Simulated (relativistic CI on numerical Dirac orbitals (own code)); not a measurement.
**Lu XLVI: sensitivity of the levels to the model**

Base calculation: Dirac-Coulomb-Breit CI, orbitals from a KLI potential per configuration, QED by a radiative potential, unscaled Slater integrals.

CI space (outside the closed core [Ne]): 3s2 3p6 3d8, 3s2 3p5 3d9, 3s2 3p4 3d10, 3s 3p6 3d9, 3p6 3d10, 3s 3p5 3d10, 3s2 3p6 3d7 4s, 3s2 3p6 3d7 4p, 3s2 3p4 3d9 4s, 3s2 3p6 3d7 4d, 3s2 3p4 3d9 4p, 3s2 3p5 3d8 4s, 3s2 3p6 3d7 4f, 3s2 3p4 3d9 4d, 3s 3p5 3d9 4s, 3s2 3p5 3d8 4p. Levels of other configurations are missing.

The lowest level and the first level of each name with at least 55 % of one term (blank where a level has no safe partner in the second run):

```tsv
Level	Base (eV)	Shift (eV)
3s2 3p6 3d8 3F_4	0.000	0.000
3s2 3p6 3d8 3F_3	52.953	+0.977
3s2 3p6 3d8 3P_1	66.852	+0.231
3s2 3p6 3d8 1G_4	67.439	+1.544
3s2 3p6 3d8 3F_2	112.616	+2.133
3s2 3p5 3d9 3F°_4	395.183	+2.335
3s2 3p5 3d9 3D°_3	419.165	+2.304
3s2 3p5 3d9 3D°_2	463.050	+3.313
3s2 3p5 3d9 3P°_0	469.756	+2.801
3s2 3p5 3d9 3F°_3	472.201	+3.584
3s2 3p5 3d9 3F°_2	705.447	+6.303
3s2 3p4 3d10 3P_2	819.581	+4.389
3s2 3p4 3d10 1S_0	842.450	+4.022
3s 3p6 3d9 3D_3	883.095	+2.051
```

At this charge energies of transitions that change n are usually good to better than 1 %, and those within a shell (Δn = 0) to a few per cent.

Problem. One thing was changed in a second run, which moved the levels as shown. Which?
A. non-relativistic limit
B. valence Slater integrals scaled by 0.9
C. QED terms removed
D. configuration mixing switched off
E. Breit term removed

Solution. E. Breit term removed. The Breit term mainly narrows fine-structure intervals, so removing it widens them.

LS names give the leading component of a level, which can be under half, so a name can repeat, a term be missing and a line seem to break the LS rules.
